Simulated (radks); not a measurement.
Problem. Species: Cs4+. Configuration: [Kr] 4d10 5s2 5p3. Calculated with a radial shooting solver on a logarithmic mesh with Libxc functionals: Dirac Kohn-Sham, LB94 model potential, spin-unpolarised, spherical densities, finite nucleus; open shells fill j = l - 1/2 first; Fermi nuclear charge, rms radius 4.8041 fm. Some entries of the table are withheld. Estimate them.

orbital,occ.,eigenvalue (eV),<1/r> (bohr^-1)
1s1/2,2,-35977.76,(1)
2s1/2,2,-5698.676,13.94
2p1/2,2,-5370.862,13.94
2p3/2,4,-5014.925,12.76
3s1/2,2,-1232.399,4.983
3p1/2,2,-1093.775,4.906
3p3/2,4,-1025.869,4.615
3d3/2,4,-780.9355,4.483
3d5/2,6,-766.4275,4.408
4s1/2,2,-271.6669,2.035
4p1/2,2,(2),(3)
4p3/2,4,(4),(5)
4d3/2,4,(6),1.609
4d5/2,6,(7),1.585
5s1/2,2,-73.1763,0.8235
5p1/2,2,-59.3498,0.7360
5p3/2,1,-57.0272,0.7042

Solution. 
(1) 1s1/2 <1/r> (bohr^-1): 59.45
(2) 4p1/2 eigenvalue (eV): -222.1810
(3) 4p1/2 <1/r> (bohr^-1): 1.932
(4) 4p3/2 eigenvalue (eV): -208.2826
(5) 4p3/2 <1/r> (bohr^-1): 1.833
(6) 4d3/2 eigenvalue (eV): -127.4971
(7) 4d5/2 eigenvalue (eV): -125.1552
